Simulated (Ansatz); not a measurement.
CH6AlFSi, SMILES `F[CH]([AlH2])[SiH3]`, relaxed with RKS PBE-D4/def2-SVP in the Gaussian-basis code of Ansatz from a rough embedded geometry. The force threshold is 0.03 eV/Å; the program also tests the step.

The species carries charge 0 and has multiplicity 1.

Start:

```xyz
10

F    -0.291   -1.185   -1.454
C     0.178   -0.740   -0.301
Al    1.420    0.735   -0.682
Si   -1.183   -0.109    0.786
H     0.702   -1.553    0.262
H     2.767    0.476   -1.545
H     1.172    2.219   -0.077
H    -1.913    0.943    0.039
H    -2.139   -1.209    0.975
H    -0.714    0.423    1.997
```

Problem. By how much does the energy fall, and how many steps does the optimiser take? (Best estimate.)

Solution. Ansatz gave: 47.09 kJ/mol, in 17 steps, 2 of them rejected.

Problem. Which bonds change most? (An estimate is asked.)

Solution. Computed: Si4–H10 from 1.403 to 1.506 Å; F1–C2 from 1.322 to 1.420 Å; C2–Si4 from 1.852 to 1.912 Å; Si4–H9 from 1.469 to 1.504 Å.

Problem. Give the relaxed structure. (Best estimate.)

Solution. Computed: 
```xyz
10

F    -0.004   -1.515   -1.262
C     0.314   -0.709   -0.138
Al    1.531    0.775   -0.668
Si   -1.328   -0.111    0.638
H     0.807   -1.350    0.636
H     1.887    0.980   -2.214
H     2.090    1.750    0.474
H    -2.023    0.848   -0.292
H    -2.250   -1.270    0.898
H    -1.023    0.601    1.929
```
